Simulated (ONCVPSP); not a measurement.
## What one change does to a pseudopotential (hafnium (Hf), ONCV)

* Element: Hf (Z = 72)
* Generator: ONCVPSP 4.0.1
* Type: optimised norm-conserving Vanderbilt (ONCV)
* Functional: PBE
* Relativity: scalar-relativistic
* Frozen core: [Kr] 4d10
* Valence charge: 26
* Reference configuration: 4f14 5s2 5p6 5d2 6s2
* Partial waves: 5s+6s: rc 1.80 bohr, ncon 3, nbas 8, qcut 6.4 1/bohr, 2 projectors; 5p: rc 1.65 bohr, ncon 5, nbas 10, qcut 10.6 1/bohr, 2 projectors, debl 3.1 Ha; 5d: rc 3.10 bohr, ncon 4, nbas 9, qcut 4.9 1/bohr, 1 projector; 4f: rc 1.10 bohr, ncon 4, nbas 9, qcut 17.6 1/bohr, 2 projectors, debl 2.9 Ha
* Local potential: polynomial inside 0.75 bohr (lpopt 5, dvloc0 2 Ha)
* Core correction: Teter function, fcfact 5, rcfact 1.1

Change: local potential polynomial inside 1.00 bohr (lpopt 3, dvloc0 2 Ha).

Cutoffs: the cutoffs (Ha) at which the residual kinetic energy of the hardest occupied pseudo-wave falls to 1 and 0.1 mHa per electron; they do not see the model core or the augmentation charge, which bear on the density cutoff. Errors are all-electron minus pseudo energies relative to the spin-unpolarised reference configuration.

Task: How do hardness, ghosts and transferability respond?

Result: The potential gets neither clearly harder nor softer (123 Ha and 135 Ha → 123 Ha and 135 Ha); the bound ghost in s disappears; the lowest positive-energy flag moves from p at 33.2 eV to s at 86.9 eV; the errors of the 3 common tests hardly move; the range in which the s phases agree narrows (upper end at the end of the scan → 2.8). In the separable form a ghost depends on how the local part lies against the semilocal potential of the channel, so the choice of the local part can create or remove one.

```csv
quantity,base,changed
"cutoff, loose",123 Ha,123 Ha
"cutoff, tight",135 Ha,135 Ha
bound ghosts,s,none
GHOST(+) flags under 300 eV,"p at 33.2 eV, d at 103.9 eV","s at 86.9 eV, d at 204.8 eV"
tests with a reliable result,3 of 4,3 of 4
"error for 4f14 5s2 5p6 5d2 6s1, meV [ΔE 7.98 eV]",-3.5,-3.5
"error for 4f14 5s2 5p6 5d2 6s0, meV [ΔE 22.16 eV]",-19,-19
"error for 4f14 5s1 5p6 5d2 6s2, meV [ΔE 73.09 eV]",-264,-264
s: phases at 1.82 bohr within 0.05 rad from the reference energy up to (Ha; the scan ends near 5),to the end of the scan,2.8
p: phases at 1.68 bohr within 0.05 rad from the reference energy up to (Ha; the scan ends near 5),to the end of the scan,to the end of the scan
d: phases at 3.14 bohr within 0.05 rad from the reference energy up to (Ha; the scan ends near 5),0.6,0.6
f: phases at 1.12 bohr within 0.05 rad from the reference energy up to (Ha; the scan ends near 5),to the end of the scan,to the end of the scan
"rms error of d²Exc/dni dnj with the model core, mHa",2.79,2.79
```

 A true bound ghost makes a file unfit for plane-wave use even where its test errors are small: the radial tests pick states by their node count and pass the ghost by.
